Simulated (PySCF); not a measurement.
CH7NOSi2, SMILES C1N[SiH2]O[SiH2]1. Coordinates come from a PBE-D3(BJ)/def2-SVP optimisation. The structure was generated by enumeration, and PubChem lists no compound with its InChIKey, so it may never have been made. One conformer was computed; it need not be the lowest.

Problem. Give the equilibrium geometry at PBE-D3(BJ)/def2-SVP (PySCF confirms it by a frequency run) as bond lengths and angles. (The exact figures need the calculation; the answer reports its results.)

Solution. Several could match; the one computed here: 
Atoms: C1 N2 Si3 O4 Si5 H6 H7 H8 H9 H10 H11 H12. Bonded distances (Å): C1–N2 1.465, C1–Si5 1.922, C1–H6 1.114, C1–H7 1.118, N2–Si3 1.747, N2–H8 1.022, Si3–O4 1.691, Si3–H9 1.504, Si3–H10 1.509, O4–Si5 1.694, Si5–H11 1.504, Si5–H12 1.503. Angles (°): N2–C1–Si5 103.8, N2–C1–H6 111.6, N2–C1–H7 114.1, Si5–C1–H6 109.9, Si5–C1–H7 110.8, H6–C1–H7 106.7, C1–N2–Si3 117.6, C1–N2–H8 116.2, Si3–N2–H8 124.1, N2–Si3–O4 99.6, N2–Si3–H9 111.7, N2–Si3–H10 116.7, O4–Si3–H9 112.7, O4–Si3–H10 108.0, H9–Si3–H10 108.0, Si3–O4–Si5 114.0, C1–Si5–O4 100.2, C1–Si5–H11 112.6, C1–Si5–H12 113.4, O4–Si5–H11 110.5, O4–Si5–H12 110.7, H11–Si5–H12 109.1.
